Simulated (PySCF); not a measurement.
# Molecular orbitals of KNa⁺

B3LYP at R = 4.101 Å; K pcseg-1, Na pcseg-1; no relativity (PySCF 2.14). State: ²Σ⁺ (doublet), unpaired electrons σ ↑. Only the outer orbitals are listed, counted within each symmetry.

```json
{"spin": "α", "orbital": "6σ", "occ.": "1", "ε (eV)": "-42.36", "on K (%)": "100", "main shells (%)": "100 K s"}
{"spin": "α", "orbital": "2π", "occ.": "1", "ε (eV)": "-35.96", "on K (%)": "0", "main shells (%)": "100 Na p"}
{"spin": "α", "orbital": "2π", "occ.": "1", "ε (eV)": "-35.96", "on K (%)": "0", "main shells (%)": "100 Na p"}
{"spin": "α", "orbital": "7σ", "occ.": "1", "ε (eV)": "-35.96", "on K (%)": "0", "main shells (%)": "100 Na p"}
{"spin": "α", "orbital": "3π", "occ.": "1", "ε (eV)": "-25.27", "on K (%)": "100", "main shells (%)": "100 K p"}
{"spin": "α", "orbital": "3π", "occ.": "1", "ε (eV)": "-25.27", "on K (%)": "100", "main shells (%)": "100 K p"}
{"spin": "α", "orbital": "8σ", "occ.": "1", "ε (eV)": "-25.24", "on K (%)": "100", "main shells (%)": "100 K p"}
{"spin": "α", "orbital": "9σ", "occ.": "1", "ε (eV)": "-7.48", "on K (%)": "38", "main shells (%)": "57 Na s, 27 K s, 9 K p"}
{"spin": "α", "orbital": "10σ", "occ.": "0", "ε (eV)": "-5.04", "on K (%)": "68", "main shells (%)": "66 K s, 29 Na s"}
{"spin": "α", "orbital": "4π", "occ.": "0", "ε (eV)": "-3.69", "on K (%)": "61", "main shells (%)": "53 K p, 39 Na p"}
{"spin": "α", "orbital": "4π", "occ.": "0", "ε (eV)": "-3.69", "on K (%)": "61", "main shells (%)": "53 K p, 39 Na p"}
{"spin": "β", "orbital": "6σ", "occ.": "1", "ε (eV)": "-42.32", "on K (%)": "100", "main shells (%)": "100 K s"}
{"spin": "β", "orbital": "2π", "occ.": "1", "ε (eV)": "-35.91", "on K (%)": "0", "main shells (%)": "100 Na p"}
{"spin": "β", "orbital": "2π", "occ.": "1", "ε (eV)": "-35.91", "on K (%)": "0", "main shells (%)": "100 Na p"}
{"spin": "β", "orbital": "7σ", "occ.": "1", "ε (eV)": "-35.90", "on K (%)": "0", "main shells (%)": "100 Na p"}
{"spin": "β", "orbital": "3π", "occ.": "1", "ε (eV)": "-25.24", "on K (%)": "100", "main shells (%)": "100 K p"}
{"spin": "β", "orbital": "3π", "occ.": "1", "ε (eV)": "-25.24", "on K (%)": "100", "main shells (%)": "100 K p"}
{"spin": "β", "orbital": "8σ", "occ.": "1", "ε (eV)": "-25.20", "on K (%)": "100", "main shells (%)": "100 K p"}
{"spin": "β", "orbital": "9σ", "occ.": "0", "ε (eV)": "-5.80", "on K (%)": "50", "main shells (%)": "50 Na s, 47 K s"}
{"spin": "β", "orbital": "10σ", "occ.": "0", "ε (eV)": "-4.85", "on K (%)": "56", "main shells (%)": "51 K s, 41 Na s"}
{"spin": "β", "orbital": "4π", "occ.": "0", "ε (eV)": "-3.30", "on K (%)": "82", "main shells (%)": "79 K p, 18 Na p"}
```

Task: Which are the highest filled and the lowest empty level, where do they sit, and how wide is the gap?

Result: Highest filled α 9σ at -7.48 eV (in %: 57 Na s, 27 K s, 9 K p); lowest empty β 9σ at -5.80 eV (in %: 50 Na s, 47 K s); the gap at B3LYP is 1.68 eV.

* bond order (Mayer): 0.47
* ⟨S²⟩: 0.750
* charge on K (Mulliken, basis-dependent): 0.62
* charge on K (Löwdin, basis-dependent): 0.61
* dipole moment (positive dipole points towards Na; it is taken about the centre of mass and depends on that origin): -0.44 D
* polarisability along the bond: 191.7 bohr³
* polarisability across the bond: 83.8 bohr³

The state was picked by a PBE0 search and need not be the measured ground state.
